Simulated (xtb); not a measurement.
BaF (SMILES [F][Ba+]), charge +1, singlet, geometry from GFN2-xTB (such geometries of metal compounds can be far from the true shape). Base run: GFN0-xTB (xtb).

Input for xtb:
```
$ xtb mol.xyz --gfn 0 --chrg 1 --json

# file mol.xyz
2

Ba    -0.00000000    -0.00000000    -0.32543584
F      0.00000000     0.00000000     2.02493413
```

Variants of this job, named by their change:

| change | ΔE vs base (kJ/mol) | HOMO-LUMO gap (eV) |
|---|---|---|
| base | 0.00 | 7.12 |
| etemp = 10 | 0.00 | 7.12 |
| etemp = 3000 | 0.00 | 7.12 |
| acc = 1000 | 0.00 | 7.12 |
| etemp = 10000 | -10.35 | 7.12 |
